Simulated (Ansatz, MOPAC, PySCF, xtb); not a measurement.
Pair of molecules: N2 (SMILES N#N) (first 2 atoms) with GeH4 (SMILES [GeH4]); geometry from B3LYP-D3(BJ)/def2-TZVP, rigid monomers moved along the line of their centres of mass till N1···Ge3 is 5.04 Å.
(charge 0, multiplicity 1):
```xyz
7

N     -0.4404     0.5123     0.1420
N     -0.1151     1.1897    -0.6487
Ge     0.2479    -0.7653     4.9714
H      1.4723    -0.1572     4.2714
H      0.5814    -1.0183     6.4499
H     -0.1231    -2.0925     4.2952
H     -0.9334     0.2106     4.8741
```

Monomers are frozen at their geometry in the pair; levels with a basis set take the counterpoise correction. Rows marked so take none.

Correlated levels freeze the cores. Filled d and f shells under p-block atoms count as core. CBS(a, b) extrapolates the correlation energy as X⁻³ and adds the Hartree–Fock energy of set b. Rows in 6-31G* carry no dispersion term and start afresh at each structure (6-31G* with six Cartesian d functions); the Pople sets are all-electron and without relativity. The state reached by PM6 isn't checked.

Run with Ansatz (a first-principles code) with Gaussian orbitals; MOPAC for PM6 (differences of heats of formation); PySCF for 6-31G* rows, the dispersion terms; xtb for the GFN methods. 

| level | interaction energy (kcal/mol) |
|---|---|
| GFN-FF | -0.14 |
| PM6 | -0.02 |
| GFN2-xTB | -0.23 |
| HF/6-31G* (no counterpoise) | -0.10 |
| PBE-D4/def2-TZVPPD | -0.07 |
| r2SCAN-D4/def2-TZVPPD | -0.11 |
| B3LYP/6-31G* (no counterpoise) | -0.14 |
| B3LYP-D4/def2-TZVPPD | ___ |
| MP2/CBS(aug-cc-pVDZ, aug-cc-pVTZ) | -0.17 |

Question: Some entries are withheld; supply them.

Answer: 
- B3LYP-D4/def2-TZVPPD, interaction energy (kcal/mol): 0.08
